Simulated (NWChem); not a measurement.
System: vinylidene fluoride (C2H2F2); SMILES FC(=C)F

Computed with NWChem. Pople sets run with spherical d functions. All runs use the structure optimised with PBE0/def2-SVP. Ions are spin-unrestricted doublets at the neutral geometry; other ion states weren't tried.

For level Hartree-Fock/6-31G*:

```yaml
vertical ionisation energy, ΔSCF (eV): 9.20
"−ε(HOMO) (eV)": 10.41
```

Q: How do the values read with level Hartree-Fock/STO-3G instead?

A: 
- vertical ionisation energy, ΔSCF (eV) = 7.29
- −ε(HOMO) (eV) = 8.09
